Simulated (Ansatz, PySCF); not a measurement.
Complex: SiH4 (SMILES [SiH4]) (first 5 atoms) with HI (SMILES I); geometry from B3LYP-D3(BJ)/def2-TZVP.
(charge 0, multiplicity 1):
```json
[
 {"atom": "Si", "x (Å)": "-0.4712", "y (Å)": "0.1245", "z (Å)": "0.0126"},
 {"atom": "H", "x (Å)": "1.0052", "y (Å)": "0.1071", "z (Å)": "-0.0737"},
 {"atom": "H", "x (Å)": "-0.9277", "y (Å)": "-0.9716", "z (Å)": "0.8969"},
 {"atom": "H", "x (Å)": "-1.0466", "y (Å)": "-0.0714", "z (Å)": "-1.3386"},
 {"atom": "H", "x (Å)": "-0.9268", "y (Å)": "1.4215", "z (Å)": "0.5584"},
 {"atom": "I", "x (Å)": "0.9681", "y (Å)": "0.3996", "z (Å)": "3.8459"},
 {"atom": "H", "x (Å)": "0.0442", "y (Å)": "-0.9250", "z (Å)": "3.8341"}
]
```

Interaction energies are E(AB) − E(A) − E(B) at the monomers' geometry in the complex; basis-set methods are counterpoise corrected. Rows marked so take none.

Rows in LANL2DZ carry no dispersion term and start afresh at each structure. LANL2DZ brings its own core potentials from Na on.

Programs: Ansatz (Gaussian orbitals); PySCF for LANL2DZ rows, the dispersion terms.  In def2 rows elements past Kr take small-core potentials, without spin–orbit coupling.

Q: One of these levels gives 0.27 kcal/mol for the interaction energy. Which?
(A) PBE-D3(BJ)/def2-TZVPPD
(B) BHLYP/def2-TZVPPD
(C) B3LYP/LANL2DZ (no counterpoise)

A: B, BHLYP/def2-TZVPPD. The others give -1.29 (PBE-D3(BJ)/def2-TZVPPD), 0.73 (B3LYP/LANL2DZ (no counterpoise))

Ansatz is a quantum-chemistry and plane-wave program.
